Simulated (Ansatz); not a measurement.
Program: Ansatz.

The input (input.yaml):

```yaml
crystal:
  periodic: [false, false, false]
  atoms:
    - { symbol: Si, position_ang: [-0.5089, 1.1597, 0.0416] }
    - { symbol: F, position_ang: [-1.6026, -0.4314, -0.5138] }
    - { symbol: Cl, position_ang: [-0.9641, 1.9061, -1.7864] }
    - { symbol: Cl, position_ang: [-1.8852, 1.4153, 1.5044] }
    - { symbol: Cl, position_ang: [0.9233, 2.5952, 0.6612] }
    - { symbol: H, position_ang: [-0.725, -1.2404, -0.4191] }
    - { symbol: Si, position_ang: [1.0344, -0.9184, 0.1579] }
    - { symbol: H, position_ang: [1.4147, -1.4079, 1.475] }
    - { symbol: H, position_ang: [0.1375, -2.0986, -0.3779] }
    - { symbol: H, position_ang: [2.1759, -0.9795, -0.7428] }
magnetization:
  spin_polarized: true
basis:
  gaussian: { orbitals: STO-3G }
hamiltonian:
  xc: r2scan
neb:
  order_check: false
  images: 9
  f_tol: 0.05
  max_iterations: 17
  final_atoms:
    - { symbol: Si, position_ang: [-0.5089, 1.1597, 0.0416] }
    - { symbol: F, position_ang: [-1.6026, -0.4314, -0.5138] }
    - { symbol: Cl, position_ang: [-0.9641, 1.9061, -1.7864] }
    - { symbol: Cl, position_ang: [-1.8852, 1.4153, 1.5044] }
    - { symbol: Cl, position_ang: [0.9233, 2.5952, 0.6612] }
    - { symbol: H, position_ang: [-0.725, -1.2404, -0.4191] }
    - { symbol: Si, position_ang: [1.0344, -0.9184, 0.1579] }
    - { symbol: H, position_ang: [1.4147, -1.4079, 1.475] }
    - { symbol: H, position_ang: [0.1375, -2.0986, -0.3779] }
    - { symbol: H, position_ang: [2.1759, -0.9795, -0.7428] }
  initial_path:
    images:
      - { positions_ang: [[-0.5089, 1.1597, 0.0416], [-1.6026, -0.4314, -0.5138], [-0.9641, 1.9061, -1.7864], [-1.8852, 1.4153, 1.5044], [0.9233, 2.5952, 0.6612], [-0.725, -1.2404, -0.4191], [1.0344, -0.9184, 0.1579], [1.4147, -1.4079, 1.475], [0.1375, -2.0986, -0.3779], [2.1759, -0.9795, -0.7428]] }
      - { positions_ang: [[-0.5089, 1.1597, 0.0416], [-1.6026, -0.4314, -0.5138], [-0.9641, 1.9061, -1.7864], [-1.8852, 1.4153, 1.5044], [0.9233, 2.5952, 0.6612], [-0.725, -1.2404, -0.4191], [1.0344, -0.9184, 0.1579], [1.4147, -1.4079, 1.475], [0.1375, -2.0986, -0.3779], [2.1759, -0.9795, -0.7428]] }
      - { positions_ang: [[-0.5089, 1.1597, 0.0416], [-1.6026, -0.4314, -0.5138], [-0.9641, 1.9061, -1.7864], [-1.8852, 1.4153, 1.5044], [0.9233, 2.5952, 0.6612], [-0.725, -1.2404, -0.4191], [1.0344, -0.9184, 0.1579], [1.4147, -1.4079, 1.475], [0.1375, -2.0986, -0.3779], [2.1759, -0.9795, -0.7428]] }
      - { positions_ang: [[-0.5089, 1.1597, 0.0416], [-1.6026, -0.4314, -0.5138], [-0.9641, 1.9061, -1.7864], [-1.8852, 1.4153, 1.5044], [0.9233, 2.5952, 0.6612], [-0.725, -1.2404, -0.4191], [1.0344, -0.9184, 0.1579], [1.4147, -1.4079, 1.475], [0.1375, -2.0986, -0.3779], [2.1759, -0.9795, -0.7428]] }
      - { positions_ang: [[-0.5089, 1.1597, 0.0416], [-1.6026, -0.4314, -0.5138], [-0.9641, 1.9061, -1.7864], [-1.8852, 1.4153, 1.5044], [0.9233, 2.5952, 0.6612], [-0.725, -1.2404, -0.4191], [1.0344, -0.9184, 0.1579], [1.4147, -1.4079, 1.475], [0.1375, -2.0986, -0.3779], [2.1759, -0.9795, -0.7428]] }
      - { positions_ang: [[-0.5089, 1.1597, 0.0416], [-1.6026, -0.4314, -0.5138], [-0.9641, 1.9061, -1.7864], [-1.8852, 1.4153, 1.5044], [0.9233, 2.5952, 0.6612], [-0.725, -1.2404, -0.4191], [1.0344, -0.9184, 0.1579], [1.4147, -1.4079, 1.475], [0.1375, -2.0986, -0.3779], [2.1759, -0.9795, -0.7428]] }
      - { positions_ang: [[-0.5089, 1.1597, 0.0416], [-1.6026, -0.4314, -0.5138], [-0.9641, 1.9061, -1.7864], [-1.8852, 1.4153, 1.5044], [0.9233, 2.5952, 0.6612], [-0.725, -1.2404, -0.4191], [1.0344, -0.9184, 0.1579], [1.4147, -1.4079, 1.475], [0.1375, -2.0986, -0.3779], [2.1759, -0.9795, -0.7428]] }
      - { positions_ang: [[-0.5089, 1.1597, 0.0416], [-1.6026, -0.4314, -0.5138], [-0.9641, 1.9061, -1.7864], [-1.8852, 1.4153, 1.5044], [0.9233, 2.5952, 0.6612], [-0.725, -1.2404, -0.4191], [1.0344, -0.9184, 0.1579], [1.4147, -1.4079, 1.475], [0.1375, -2.0986, -0.3779], [2.1759, -0.9795, -0.7428]] }
      - { positions_ang: [[-0.5089, 1.1597, 0.0416], [-1.6026, -0.4314, -0.5138], [-0.9641, 1.9061, -1.7864], [-1.8852, 1.4153, 1.5044], [0.9233, 2.5952, 0.6612], [-0.725, -1.2404, -0.4191], [1.0344, -0.9184, 0.1579], [1.4147, -1.4079, 1.475], [0.1375, -2.0986, -0.3779], [2.1759, -0.9795, -0.7428]] }
      - { positions_ang: [[-0.5089, 1.1597, 0.0416], [-1.6026, -0.4314, -0.5138], [-0.9641, 1.9061, -1.7864], [-1.8852, 1.4153, 1.5044], [0.9233, 2.5952, 0.6612], [-0.725, -1.2404, -0.4191], [1.0344, -0.9184, 0.1579], [1.4147, -1.4079, 1.475], [0.1375, -2.0986, -0.3779], [2.1759, -0.9795, -0.7428]] }
      - { positions_ang: [[-0.5089, 1.1597, 0.0416], [-1.6026, -0.4314, -0.5138], [-0.9641, 1.9061, -1.7864], [-1.8852, 1.4153, 1.5044], [0.9233, 2.5952, 0.6612], [-0.725, -1.2404, -0.4191], [1.0344, -0.9184, 0.1579], [1.4147, -1.4079, 1.475], [0.1375, -2.0986, -0.3779], [2.1759, -0.9795, -0.7428]] }
```

Run as:

```bash
$ ansatz run input.yaml --threads 2 --pin off --max-ram 3072MiB --backend cpu --events-out ev --progress --plain --runs-dir out
```

Q: What happens?

A: The input was rejected before any iteration.

```
Error: invalid value for `neb.final_atoms`: is identical to crystal.atoms — the two endpoints must differ for a path to exist
```
